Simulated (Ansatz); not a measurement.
`CN(C)[Si](F)(F)F`, charge 0, multiplicity 1.

(1) Give a relaxed structure at PBE0-D4/def2-TZVP (the Gaussian-basis code of Ansatz). (Estimate.)

## Answers

(1) The calculation gave: 
```xyz
13

C    -0.507    1.095    0.865
N     0.085    0.041    0.070
C     1.152    0.482   -0.802
Si   -0.594   -1.484   -0.046
F     0.507   -2.540   -0.444
F    -1.740   -1.646   -1.124
F    -1.253   -1.890    1.327
H    -1.276    0.695    1.527
H     0.256    1.573    1.490
H    -0.964    1.869    0.235
H     1.954    0.946   -0.217
H     0.798    1.218   -1.535
H     1.582   -0.360   -1.346
```
Point group Cs.
This is one stationary point; other conformers may exist.
